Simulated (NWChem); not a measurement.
Species: SrBrF; SMILES [F][Sr][Br]

Program: NWChem. This build's default masses of Se (78.918 u) and Br (79.917 u) are each other's, which moves their modes by up to 0.6 %. def2 effective core potentials on Sr; no spin-orbit coupling. Each level has its own optimisation; frequencies are unscaled.

For level Hartree-Fock/3-21G (all-electron, non-relativistic):

```
Item                               Value
---------------------------------  -----
r F–Sr (Å)                         2.180
r Br–Sr (Å)                        3.001
highest harmonic frequency (cm⁻¹)    464
```

**Question.** What are these values for level PBE/def2-SVP (core potentials)?

**Answer.** 
| Property | Result |
|---|---|
| r F–Sr (Å) | 2.112 |
| r Br–Sr (Å) | 2.802 |
| highest harmonic frequency (cm⁻¹) | 517 |
